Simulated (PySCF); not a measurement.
**Correlation energy of O⁺ (oxygen, charge +1)**

[He] 2s2 2p3, high-spin 4S determinant. Calculation: PySCF 2.14, in jorge-DZP-DKH; the spin-free X2C one-electron Hamiltonian (Gaussian nucleus). Frozen: 1s2; 5 electrons correlated.

MP2 pair energies summed by pair of shells (mhartree):

```
 pair  energy  share (%)
2s-2p  -44.73       66.9
2p-2p  -14.46       21.6
2s-2s   -7.68       11.5
```

Total MP2 correlation energy: -66.87 mhartree.

Same-spin part -17.05 and opposite-spin part -49.83 mhartree; SCS-MP2 scales them by 1/3 and 6/5 to -65.47 mhartree.

```csv
level,correlation energy (mhartree)
CCSD,-81.11
(T),-0.50
CCSD(T),-81.61
```

Diagnostics: T1 = 0.0043, D1 = 0.0079, largest double amplitude 0.035.

Cost of the coupled-cluster step: 0.1 s of wall time on 1 thread of Intel(R) Xeon(R) Platinum 8375C CPU @ 2.90GHz (shared host), for 5 correlated electrons.
